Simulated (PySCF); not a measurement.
Computed with delta-SCF UKS SCAN, pcX-2 on the ionised atom, pcseg-1 elsewhere, spin-free X2C (PySCF 2.14.0). Geometries: PBE0-D3(BJ)/def2-SVP; isolated species, one conformer each. Values against the vacuum level. The 2p values aren't plain energy differences: one relaxed spin-free 2p hole is combined with a matrix within the shell (ground-state 2p orbital-energy differences and spin–orbit coupling). 2p3/2, the mean of its two sublevels, lies a third of the splitting below the shell's mean and 2p1/2 two thirds above it; the statistical areas are 2:1.

**Question.** Order these sites by rising C 1s binding energy.
A. C4 in `[CH3:1][c:2]1[cH:3][cH:4][se:5][cH:6]1`
B. C3 in `[CH2:1]1[CH2:2][CH2:3][SiH2:4][CH2:5]1`
C. C4 in `[SiH3:1][NH:2][B:3]1[CH2:4][CH2:5][CH2:6][CH2:7][CH2:8]1`
D. C3 in `[SiH3:1][CH:2]1[CH2:3][CH2:4]1`

**Answer.** C (289.57 eV), B (289.91 eV), A (290.36 eV), D (290.74 eV).

The highest is bonded to 2 C and 2 H, the lowest to C, 2 H and B; the range is 1.17 eV.

**Question.** Rank by computed Si 1s binding energy, lowest first.
A. Silicon in `C1CC[SiH2]C1`
B. Silicon in `[SiH3]NB1CCCCC1`
C. Silicon in `[SiH3]C1CC1`

**Answer.** A (1845.89 eV), C (1846.31 eV), B (1846.89 eV).

The highest is bonded to N and 3 H, the lowest to 2 C and 2 H; the range is 1.00 eV.

**Question.** Order these sites by rising Si 2p3/2 binding energy.
A. Silicon in `C1CC[SiH2]C1`
B. Silicon in `[SiH3]C1CC1`
C. Silicon in `B1(CCCCC1)N[SiH3]`

**Answer.** A (106.15 eV), B (106.55 eV), C (107.04 eV).

The highest is bonded to N and 3 H, the lowest to 2 C and 2 H; the range is 0.89 eV.
